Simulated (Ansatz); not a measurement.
This geometry of C₂H₈BFGeO (14 atoms, charge 0, multiplicity 1) is a first-order saddle point.

Level of theory: RKS B3LYP/def2-SVP (Ansatz).

```xyz
14
Properties=species:S:1:pos:R:3
C -2.244 -1.165 -0.370
O -1.215 -0.373 0.206
B 0.061 -0.802 0.305
C 1.118 0.186 0.910
F 2.343 -0.443 1.170
Ge 1.506 1.692 -0.352
H -2.017 -1.414 -1.419
H -2.386 -2.102 0.193
H -3.179 -0.588 -0.338
H 0.386 -1.896 -0.104
H 0.756 0.653 1.845
H 2.669 2.519 0.231
H 0.258 2.582 -0.529
H 1.931 1.120 -1.720
```

(1) Which two structures does it join? (They come from a converged band through this point; their orientation in space is the band's.)

(2) How far does it lie above each of them?

Answers

(1) No bond is made or broken. The dihedral H7–C1–O2–B3 goes from -121 to 1°. The two ends are copies of one structure, up to a mirror image or an exchange of like atoms.

Image 0:

```xyz
14
Properties=species:S:1:pos:R:3
C -2.313 -1.018 -0.414
O -1.262 -0.234 0.119
B -0.055 -0.726 0.460
C 1.028 0.279 0.989
F 2.139 -0.383 1.530
Ge 1.718 1.441 -0.487
H -2.591 -0.628 -1.406
H -2.019 -2.077 -0.510
H -3.191 -0.944 0.246
H 0.196 -1.904 0.325
H 0.618 0.962 1.757
H 2.892 2.275 0.065
H 0.602 2.372 -1.004
H 2.228 0.555 -1.642
```

Image 10:

```xyz
14
Properties=species:S:1:pos:R:3
C -2.241 -1.189 -0.340
O -1.201 -0.409 0.222
B 0.083 -0.808 0.290
C 1.134 0.190 0.891
F 2.373 -0.425 1.121
Ge 1.477 1.716 -0.360
H -1.868 -2.163 -0.700
H -3.019 -1.357 0.421
H -2.693 -0.640 -1.182
H 0.422 -1.891 -0.138
H 0.783 0.640 1.838
H 2.643 2.549 0.207
H 0.216 2.592 -0.497
H 1.877 1.166 -1.745
```

(2) 3.3 kJ/mol above the first and 3.3 kJ/mol above the second. This is the barrier of this one path; another mechanism may lie lower.

Run time: 4.9 min on 2 threads of Arm Neoverse V1 (shared host), peak memory 0.45 GiB.
